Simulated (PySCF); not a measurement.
# Working out the electron affinity of W

W- [Xe] 4f14 5d5 6s2 (6S) → W [Xe] 4f14 5d4 6s2 (5D). All numbers are calculated (PySCF 2.14, scalar relativity through the core potential, in def2-TZVPPD with the def2 core potential (60 electrons)). Frozen: 5s2 5p6. Energies in hartree (1 hartree = 27.21139 eV):

```json
{"part": "UHF", "W- (lower)": "-66.331089", "W (upper)": "-66.318792"}
{"part": "CCSD correlation", "W- (lower)": "-0.134157", "W (upper)": "-0.107112"}
{"part": "(T)", "W- (lower)": "-0.007973", "W (upper)": "-0.005730"}
```

Task: What does Hartree-Fock give?

Result: (-66.318792) − (-66.331089) = 0.012297 hartree = 0.335 eV.

Task: What do CCSD and CCSD(T) give?

Result: The CCSD correlation energies differ by 0.027045 hartree = 0.736 eV and the triples by 0.002243 hartree = 0.061 eV, so CCSD gives 1.071 eV and CCSD(T) 1.132 eV.

Reference: 0.817 eV (measured; photodetachment measurements, as compiled on the Wikipedia data page of electron affinities), between the lowest levels; spin-orbit coupling is absent from the calculation.

The coupled-cluster amplitudes are large, so a single reference is strained.

What remains against the reference includes basis incompleteness, the frozen core and higher excitations.
